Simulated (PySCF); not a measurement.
**$^{15}$N chemical shifts**

Calculated, not measured (PySCF): GFN2-xTB structure, PBE0/pcSseg-1 with gauge-including orbitals. Non-relativistic, equivalent nuclei averaged, gas phase, one computed conformer.

Shieldings were converted by a linear fit to measured shifts: $^{15}$N: δ = -148.07 − 0.921σ (rms 6.3 ppm, 71 shifts vs CH3NO2, solution or neat liquid). Occasional misses reach two or three times the rms, and more in compound classes unlike the fitted ones.

Question: Give the $^{15}$N shifts of `C[C@@H](OCF)c1ncon1`.

Answer: 
| compound | environment | δ (ppm) |
| --- | --- | --- |
| [CH3:1][C@@H:2]([O:3][CH2:4][F:5])[c:6]1[n:7][cH:8][o:9][n:10]1 | N10: pyridine-type nitrogen of an azole | -39.7 |
| [CH3:1][C@@H:2]([O:3][CH2:4][F:5])[c:6]1[n:7][cH:8][o:9][n:10]1 | N7: pyridine-type nitrogen of an azole | -133.1 |

Question: Match the shifts -86.5, -112.0, -329.0, -373.4 ppm to `CCC[P@@]1(=N)CC[C@@H]1C`, `CN([SiH3])CC[SiH](F)F`, `N#CC1=CC=C(C#N)C1`, `N#CCSS/C=C\C=O`.

Answer: -86.5: N#CC1=CC=C(C#N)C1 (nitrile nitrogen); -112.0: N#CCSS/C=C\C=O (nitrile nitrogen); -329.0: CCC[P@@]1(=N)CC[C@@H]1C (nitrogen bonded to P, H); -373.4: CN([SiH3])CC[SiH](F)F (nitrogen bonded to 2 C, Si).
